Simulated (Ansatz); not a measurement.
`[TeH][C]1=[CH][AlH]1` and `C[C]1=[CH][AlH]1` differ in one atom or group.

Ansatz, PBE0-D4/def2-TZVP geometries, multiplicity 1. 

Elements past krypton have def2 core potentials.

```json
{"property": "LUMO energy (PBE/def2-TZVPP) / eV", "`[TeH][C]1=[CH][AlH]1`": "-1.69"}
{"property": "HOMO energy (PBE0/def2-TZVPP) / eV", "`[TeH][C]1=[CH][AlH]1`": "-6.04"}
{"property": "LUMO energy (PBE0/def2-TZVPP) / eV", "`[TeH][C]1=[CH][AlH]1`": "-0.93"}
{"property": "size of the dipole moment (PBE/def2-TZVPP) / D", "`[TeH][C]1=[CH][AlH]1`": "1.56"}
{"property": "HOMO–LUMO gap (PBE0/def2-TZVPP) / eV", "`[TeH][C]1=[CH][AlH]1`": "5.11"}
{"property": "HOMO–LUMO gap (B3LYP/def2-TZVPP) / eV", "`[TeH][C]1=[CH][AlH]1`": "4.69"}
```

Problem. Give the same properties after the change, and the shifts. (Best estimate.)

Solution. Computed: 
```
                                      property  `C[C]1=[CH][AlH]1`  shift
             LUMO energy (PBE/def2-TZVPP) / eV               -1.43   0.26
            HOMO energy (PBE0/def2-TZVPP) / eV               -6.37  -0.33
            LUMO energy (PBE0/def2-TZVPP) / eV               -0.66   0.27
size of the dipole moment (PBE/def2-TZVPP) / D                0.60  -0.96
          HOMO–LUMO gap (PBE0/def2-TZVPP) / eV                5.71   0.60
         HOMO–LUMO gap (B3LYP/def2-TZVPP) / eV                5.31   0.62
```

With PBE0 the HOMO falls by 0.33 eV and the LUMO rises by 0.27 eV, so the gap widens by about 0.60 eV. PBE moves the HOMO by -0.12 eV and ωB97M-V by -0.48 eV. The zero-point energy changes by 80.2 kJ/mol with +6 modes. Dipoles are sizes alone; their direction can turn.

B3LYP here is the variant with VWN-RPA as its local correlation; programs differ in this.

Spin–orbit coupling is left out; it splits and shifts lone-pair levels of the heavy atoms by tenths of an eV.
